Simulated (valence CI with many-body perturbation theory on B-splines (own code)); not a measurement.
The numbers below are computed, except where a source is named.
**Ir55+: what each term of the Hamiltonian does**

Method: configuration interaction combined with many-body perturbation theory (CI+MBPT): four valence electrons over a frozen Dirac-Fock core [Ar], a basis of 9 s, 9 p, 10 d, 8 f, 5 g, 3 h, 1 i functions for each j, with the one-electron correlation potential Σ1 (screened to all orders), the two-electron term Σ2, the three-electron term Σ3, Breit, model QED; selected single and double excitations, second order for the rest (own B-spline code, finite nucleus).

No measured spectrum was set against this ion. As an estimate, large intervals hold to a few tenths of a per cent, small ones and those within an open d or f shell to about a per cent. The list stops below the first excitations out of the core. Only levels of the ground parity were solved; by the run's estimate the other parity begins above the list, which can be wrong where configurations are misplaced.

Each rung adds one term. CI alone is the Dirac-Coulomb CI over the frozen core; QED comes last and gives the full result, which names the levels. Energies are above (3d3/2^4) J=0 on the same rung, in cm⁻¹.

Levels are named by their leading jj configuration (3d3/2^4 stands for four electrons in 3d with j = 3/2), which in mixed levels can hold well under half, so a name can repeat and another be missing. Letters in brackets count levels of one name in rising energy.

```tsv
Level	CI alone	Σ1	Σ2	Σ3	Breit	QED	Full
(3d3/2^3 3d5/2) J=1	641881	+2377	+4756	+1276	-16669	+1886	635508
(3d3/2^3 3d5/2) J=4	757663	+2428	+5035	-161	-31955	+1891	734900
(3d3/2^3 3d5/2) J=2	781492	+2499	+1858	+1440	-23565	+1943	765666
(3d3/2^3 3d5/2) J=3	810837	+2491	+2130	+565	-24536	+1927	793414
(3d3/2^2 3d5/2^2) J=0 [a]	1359550	+4775	+6842	-29	-30648	+3763	1344260
(3d3/2^2 3d5/2^2) J=2 [a]	1362790	+4725	+6903	+2054	-34104	+3723	1346090
(3d3/2^2 3d5/2^2) J=4 [a]	1394260	+4803	+9299	+1080	-45888	+3781	1367340
(3d3/2^2 3d5/2^2) J=3 [a]	1408210	+4810	+7121	+1164	-39760	+3779	1385320
(3d3/2^2 3d5/2^2) J=5	1448300	+4811	+9606	+731	-53348	+3766	1413870
(3d3/2^2 3d5/2^2) J=6	1480380	+4830	+11095	+313	-63424	+3772	1436970
(3d3/2^2 3d5/2^2) J=1	1485280	+4865	+3303	+1488	-36668	+3798	1462060
(3d3/2^2 3d5/2^2) J=3 [b]	1515410	+4821	+3629	+791	-43669	+3751	1484730
(3d3/2^2 3d5/2^2) J=4 [b]	1526100	+4864	+5734	-329	-51163	+3785	1488990
(3d3/2^2 3d5/2^2) J=2 [b]	1537250	+4869	+2134	+1744	-43207	+3786	1506580
(3d3/2^2 3d5/2^2) J=2 [c]	1639580	+4915	+1121	+1073	-35785	+3788	1614690
(3d3/2^2 3d5/2^2) J=4 [c]	1691950	+4942	+1471	+1504	-43527	+3802	1660140
(3d3/2^2 3d5/2^2) J=2 [d]	1799850	+5040	-3274	+1218	-35728	+3844	1770950
(3d3/2^2 3d5/2^2) J=0 [b]	1937020	+5212	-5825	+1811	-29257	+3951	1912910
```

The middle columns are the shifts that each term adds.

Task: How does the ionisation energy move along the ladder, and which term matters most?

Result: CI alone 5460.3, + Σ1 5463.0, + Σ2 5471.9, + Σ3 5472.1, + Breit 5466.4, + QED 5466.7 eV. The largest step is Σ2, 8.9 eV. NIST lists 5466 ± 5 eV (theoretical).
